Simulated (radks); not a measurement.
Values are calculated unless marked as measured or tabulated.
Effect of the nuclear size on the samarium ion Sm3+, [Xe] 4f5. Code: a radial shooting solver on a logarithmic mesh with Libxc functionals. Model: Dirac Kohn-Sham, LDA (Slater exchange, Perdew-Wang correlation), spin-unpolarised, spherical densities, finite nucleus; open shells fill j = l - 1/2 first; Fermi nuclear charge, rms radius 5.0819 fm. The rms radius is varied about that value; shifts are against it.

rms radius (fm)  total energy shift (eV)  density at nucleus (e/bohr^3)  1s1/2 shift (meV)  2s1/2 shift (meV)  4p1/2 shift (meV)  5s1/2 shift (meV)  5p1/2 shift (meV)  4f5/2 shift (meV)  6s1/2 (empty) shift (meV)
4.4009                             -4.20                      5.495e+05              -1740               -220              0.362              -1.85              0.104              0.298                     -0.370
4.8329                             -1.59                      5.374e+05               -658              -83.2              0.137             -0.699              0.039              0.113                     -0.140
5.0819                                 0                       5.31e+05              0.000              0.000              0.000              0.000              0.000              0.000                      0.000
5.3868                              2.03                      5.237e+05                840                106             -0.175              0.893             -0.050             -0.144                      0.179
5.7476                              4.55                      5.157e+05               1880                238             -0.391               2.00             -0.112             -0.323                      0.400

Slopes of the eigenvalues against <r^2> in GHz/fm^2, as finite differences over the two radii next to the reference (eigenvalue slopes, not the field-shift constants of lines): 1s1/2 64000, 2s1/2 8090, 4p1/2 -13.3, 5s1/2 68.0, 5p1/2 -3.82, 4f5/2 -11.0, 6s1/2 (empty) 13.6.
